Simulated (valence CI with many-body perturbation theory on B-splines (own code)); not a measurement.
# Tl⁴⁹⁺ in brief

Calculated by valence CI with perturbative core correlation (CI+MBPT): four valence electrons over a frozen Dirac-Fock core [Ar] 3d10, radial functions for each j: 11 s, 11 p, 9 d, 7 f, 5 g, 2 h, 1 i, with the one-electron correlation potential Σ1 (screened to all orders), the two-electron term Σ2, the three-electron term Σ3, Breit, model QED; selected single and double excitations, second order for the rest (own B-spline code, finite nucleus).

No measured spectrum was set against this ion. As an estimate, large intervals hold to a few tenths of a per cent, small ones and those within an open d or f shell to about a per cent.

Levels are named by their leading jj configuration (3d3/2^4 stands for four electrons in 3d with j = 3/2), which in mixed levels can hold well under half, so a name can repeat and another be missing.

Rates and lifetimes use the calculated energies. Strong lines usually hold to 10 to 20 %, long lifetimes can be off by a factor of two.

(1) What is the ground level?

(2) Name the longest-lived excited levels whose lifetime is computed, and their main decay.

(3) What are the static dipole polarisabilities of the lowest levels?

(4) What is the ionisation energy?

(5) Where does the other parity begin?

(6) How well does LS coupling describe the low levels?

(7) Among levels below 678.23 eV, which E1 lines absorb most strongly from the ground level?

Results:

(1) (4s^2 4p1/2^2) J=0, composition 69 % 4s2 4p2 3P + 30 % 4s2 4p2 1S.

(2) (4s^2 4p1/2 4p3/2) J=2 at 156.04 eV lives 978 ns, mostly by E2 to (4s^2 4p1/2^2) J=0; (4s^2 4p1/2 4p3/2) J=1 at 151.16 eV lives 45.7 ns, mostly by M1 to (4s^2 4p1/2^2) J=0; (4s^2 4p3/2 4d5/2) J=4 at 519.99 eV lives 44.2 ns, mostly by M1 to (4s^2 4p1/2 4d5/2) J=3.

(3) (4s^2 4p1/2^2) J=0 0.0177 bohr³, of which the core gives 0.00132.

(4) 2856.3 eV; NIST lists 2854 ± 4 eV (theoretical).

(5) At (4s 4p1/2^2 4p3/2) J=2, 265.83 eV.

(6) Among the lowest 20 levels the leading LS term, summed over configurations, holds 59 % on average. For single configurations the figures are 58 % in LS and 96 % in jj coupling. Terms mix most in the J = 2 level at 449.33 eV, where the leading one holds 30 %.

(7) to (4s^2 4p1/2 4d3/2) J=1 at 3.538 nm, f = 1.71; to (4s 4p1/2^2 4p3/2) J=1 at 4.389 nm, f = 0.593; to (4s 4p1/2 4p3/2^2) J=1 at 2.830 nm, f = 0.00251.
